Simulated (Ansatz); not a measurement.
`C[SiH2]C(C)=S` + silanol → `C[SiH2]O[SiH3]` + `CC=S` at 500 K and 1 bar (ligand exchange at the Si–C bond).

Isolated molecules relaxed with PBE0-D4/def2-TZVP in Ansatz; ΔE leaves out vibrations. CCSD(T)/CBS is the MP2 limit (def2-TZVPP, def2-QZVPP) plus CCSD(T) − MP2 in def2-TZVPP, frozen cores. This one scheme is used for every species. Each species was taken in one conformer, which may not be the lowest.

```csv
species,CCSD(T)/CBS energy (Eh),H − E (kJ/mol),S (J/(mol·K))
`C[SiH2]C(C)=S`,-805.81723,310.0,447.3
`O[SiH3]`,-366.69042,127.5,292.9
`C[SiH2]O[SiH3]`,-696.28988,270.0,442.0
`CC=S`,-476.26007,167.9,307.9
```

H − E and S are ideal-gas, rigid-rotor, harmonic terms from PBE0-D4/def2-TZVP, for one conformer and one mirror image of each species. 1 Eh = 2625.50 kJ/mol, R = 8.31446 J/(mol·K).

Task: By hand: ΔE, ΔH, ΔS and ΔG.

Result: ΔE = (-696.28988) + (-476.26007) − (-805.81723) − (-366.69042) = -0.04230 Eh = -111.1 kJ/mol. Δ(H − E) = 270.0 + 167.9 − 310.0 − 127.5 = 0.4, so ΔH = -110.7 kJ/mol. ΔS = 442.0 + 307.9 − 447.3 − 292.9 = 9.7 J/(mol·K). ΔG = -110.7 − 500 × (9.7)/1000 = -115.5 kJ/mol.

Task: By hand: the equilibrium constant, and the temperature at which ΔG would vanish if ΔH and ΔS stayed fixed.

Result: log₁₀ K = −ΔG/(RT ln 10) = 12.1. ΔH and −TΔS have one sign here, so there is no such temperature.

The number of gas molecules stays the same, so ΔS is small and ΔH decides. A doubt of 5 kJ/mol in ΔE shifts log₁₀ K by 0.5 here. Other conformers and mirror images would add mixing entropy, several J/(mol·K) or more a flexible species. Modes under 60 cm⁻¹, often nearly free rotors, make the harmonic entropy too high. These are equilibria of isolated gas molecules and say nothing of rates. Largest T1 diagnostic: 0.016 (customary marks: 0.02 for closed shells, 0.045 for open ones).

ΔS is within the doubt of such terms, so its sign, and with it that verdict, could turn.
